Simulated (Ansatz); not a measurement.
`[F][GeH2][NH][GeH3]` + NH₃ → `[NH2][GeH2][F]` + `[NH2][GeH3]` at 400 K and 1 bar (ligand exchange at a Ge–N bond).

Computed with Ansatz on PBE0-D4/def2-TZVP structures; ΔE is electronic, products minus reactants. CCSD(T)/CBS adds triple-zeta CCSD(T) − MP2 to the extrapolated MP2 energy (def2 sets, frozen cores). This one scheme is used for every species. For Ge outer-core shells are correlated without core-valence functions, which leaves a few kJ/mol of doubt a bond. Scalar relativity is left out up to krypton. Each species was taken in one conformer, which may not be the lowest.

```tsv
species	CCSD(T)/CBS energy (Eh)	H − E (kJ/mol)	S (J/(mol·K))
`[F][GeH2][NH][GeH3]`	-4310.37685	186.0	404.5
NH₃	-56.50880	104.2	203.1
`[NH2][GeH2][F]`	-2233.06137	139.7	319.2
`[NH2][GeH3]`	-2133.81884	149.5	296.9
```

H − E and S are ideal-gas, rigid-rotor, harmonic terms from PBE0-D4/def2-TZVP, for one conformer and one mirror image of each species. 1 Eh = 2625.50 kJ/mol, R = 8.31446 J/(mol·K).

Task: By hand: ΔE, ΔH, ΔS and ΔG.

Result: ΔE = (-2233.06137) + (-2133.81884) − (-4310.37685) − (-56.50880) = 0.00544 Eh = 14.3 kJ/mol. Δ(H − E) = 139.7 + 149.5 − 186.0 − 104.2 = -1.0, so ΔH = 13.3 kJ/mol. ΔS = 319.2 + 296.9 − 404.5 − 203.1 = 8.5 J/(mol·K). ΔG = 13.3 − 400 × (8.5)/1000 = 9.9 kJ/mol.

Task: By hand: the equilibrium constant, and the temperature at which ΔG would vanish if ΔH and ΔS stayed fixed.

Result: log₁₀ K = −ΔG/(RT ln 10) = -1.3. ΔG = 0 at ΔH/ΔS = 1565 K, though so small a ΔS makes that figure unsure.

The number of gas molecules stays the same, so ΔS is small and ΔH decides. A doubt of 5 kJ/mol in ΔE shifts log₁₀ K by 0.7 here. Other conformers and mirror images would add mixing entropy, several J/(mol·K) or more a flexible species. Modes under 60 cm⁻¹, often nearly free rotors, make the harmonic entropy too high. These are equilibria of isolated gas molecules and say nothing of rates. Largest T1 diagnostic: 0.012 (customary marks: 0.02 for closed shells, 0.045 for open ones).
